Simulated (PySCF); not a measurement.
## Broadened absorption spectrum of 1,10-phenanthroline

Compound: 1,10-phenanthroline, C12H8N2.
Bonds: C1–C2 (aromatic), C2–N3 (aromatic), N3–C4 (aromatic), C4–C5 (aromatic), C5–C6 (aromatic), C5–C7 (aromatic), C7–C8 (aromatic), C8–C9 (aromatic), C9–C10 (aromatic), C10–C11 (aromatic), C11–C12 (aromatic), C12–N13 (aromatic), N13–C14 (aromatic), C1–C6 (aromatic), C9–C14 (aromatic), C4–C14 (aromatic). Hydrogens: H15 on C1; H16 on C2; H17 on C6; H18 on C7; H19 on C8; H20 on C10; H21 on C11; H22 on C12.

Method used: TDDFT B3LYP/def2-SVPD, vertical, gas phase, core orbitals frozen in the response in PySCF 2.14.0, density-fitted response routines. Geometry: PBE0-D3(BJ)/def2-SVP; no solvent, vibrations or thermal averaging.

Each state is given a Gaussian of 0.25 eV full width at half maximum, with ε(max) = 2.175×10⁸ f / Δν̃ (Δν̃ the width in cm⁻¹). The width is an assumption, not a result. The curve ends short of the highest state used, and states not computed would add to its high-energy end.

```
λ (nm)  ε (L mol⁻¹ cm⁻¹)
 254.1             39750
 257.4             20358
 260.7             11556
 264.0              8051
 267.3              5467
 270.6              3124
 273.9              1678
 277.2              1428
 280.5              2215
 283.8              3601
 287.1              4903
 290.4              5429
 293.7              4916
 297.0              3687
 300.3              2329
 303.6              1278
 306.9               648
 310.2               343
 313.5               213
 316.8               153
 320.1               112
 323.4                77
 326.7                48
 330.1                26
 333.4                13
 336.7                 6
 340.0                 2
 343.3                 1
 346.6                 0
 349.9                 0
```

Q: Where are the band maxima, and which computed states make them?

A: 290 nm (4.27 eV), ε about 5400, made up of S4 (98%) (ε in L mol⁻¹ cm⁻¹; maxima over ε = 5, shares over 10%). At its high-energy end, 4.88 eV, the curve is still rising (ε about 40000, from S8). The states used: S1 3.92 eV (f 0.0000); S2 3.95 eV (f 0.0012); S3 4.06 eV (f 0.0002); S4 4.27 eV (f 0.049); S5 4.37 eV (f 0.0000); S6 4.39 eV (f 0.0022); S7 4.72 eV (f 0.067); S8 5.01 eV (f 0.707); S9 5.18 eV (f 0.0000); S10 5.48 eV (f 0.124).

Q: What would ε be at 4.27 eV, the highest of these maxima, with half the width (0.125 eV)?

A: About 10600 L mol⁻¹ cm⁻¹ against 5430, a factor of about 1.96; a lone state at its own centre would give exactly 2.

Q: Coming from long wavelengths, where does ε first pass 100 L mol⁻¹ cm⁻¹?

A: At about 321 nm (3.86 eV), 0.06 eV below S1.

Q: On this curve, what absorbance would a 10⁻³ mol/L sample give at 266 nm over a 1 cm path?

A: 266 nm is 4.661 eV, where ε is about 6500 L mol⁻¹ cm⁻¹, so A = ε c l ≈ 6.5 (Beer–Lambert, with the gas-phase spectrum and the assumed width).
